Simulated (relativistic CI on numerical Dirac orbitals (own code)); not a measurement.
**Transition arrays of Ni IV**

Calculated at this level of theory: Dirac-Coulomb-Breit CI, orbitals from a KLI potential per configuration, QED by a radiative potential, valence Slater integrals scaled by 0.9, whole transition arrays (own radial code, finite nucleus).

Configuration list (outside the closed core [Ne] 3s2): 3p6.3d7, 3p6.3d6.4f, 3p5.3d8, 3p6.3d6.4p, 3p6.3d6.5f. Levels of other configurations are missing.

All E1 lines from the levels of 3p6.3d7; mean and standard deviation are weighted by gf, and upper levels are sorted by their leading configuration.

| Upper configuration | Lines | Σgf | Mean (eV) | Mean (nm) | σ (eV) | Strongest line (nm) |
| --- | --- | --- | --- | --- | --- | --- |
| 3p6.3d6.4f | 2829 | 48.2 | 41.60 | 29.801 | 2.44 | 31.288 |
| 3p5.3d8 | 466 | 166.8 | 74.38 | 16.670 | 4.94 | 15.344 |
| 3p6.3d6.4p | 1718 | 59.3 | 24.10 | 51.448 | 2.07 | 52.889 |
| 3p6.3d6.5f | 2821 | 35.7 | 46.37 | 26.738 | 2.48 | 26.894 |

Σgf per state of the lower configuration in bins of 1 nm over the central range (centre: value): 15.5: 0.49, 16.5: 0.29, 17.5: 0.39, 18.5: 0.15, 19.5: 0.05, 23.5: 0.01, 24.5: 0.02, 25.5: 0.06, 26.5: 0.09, 27.5: 0.14, 28.5: 0.08, 29.5: 0.09, 30.5: 0.09, 31.5: 0.09, 32.5: 0.01, 33.5: 0.02, 43.5: 0.01, 44.5: 0.01, 45.5: 0.01, 46.5: 0.01, 47.5: 0.01, 48.5: 0.05, 49.5: 0.07, 50.5: 0.03, 51.5: 0.06, 52.5: 0.04, 53.5: 0.04, 54.5: 0.03, 55.5: 0.03, 56.5: 0.04.

Q: How do configuration mixing and the scaling of the Slater integrals move the arrays?

A: Slater scale 0.9, no configuration mixing: 3p6.3d6.4f 41.7 ± 2.5 eV (Σgf 53.3), 3p5.3d8 74.4 ± 4.9 eV (Σgf 159.0), 3p6.3d6.4p 24.1 ± 2.1 eV (Σgf 59.7), 3p6.3d6.5f 46.6 ± 2.5 eV (Σgf 34.5); Slater scale 1: 3p6.3d6.4f 41.6 ± 2.7 eV (Σgf 48.7), 3p5.3d8 74.9 ± 5.5 eV (Σgf 168.6), 3p6.3d6.4p 24.2 ± 2.3 eV (Σgf 59.4), 3p6.3d6.5f 46.4 ± 2.7 eV (Σgf 34.8); Slater scale 0.8: 3p6.3d6.4f 41.7 ± 2.3 eV (Σgf 49.8), 3p5.3d8 73.9 ± 4.4 eV (Σgf 165.1), 3p6.3d6.4p 24.0 ± 1.8 eV (Σgf 59.2), 3p6.3d6.5f 46.3 ± 2.3 eV (Σgf 34.6). With mixing, levels are counted to their leading configuration, so an array can shrink or vanish into another, and the sums then hold other lines.
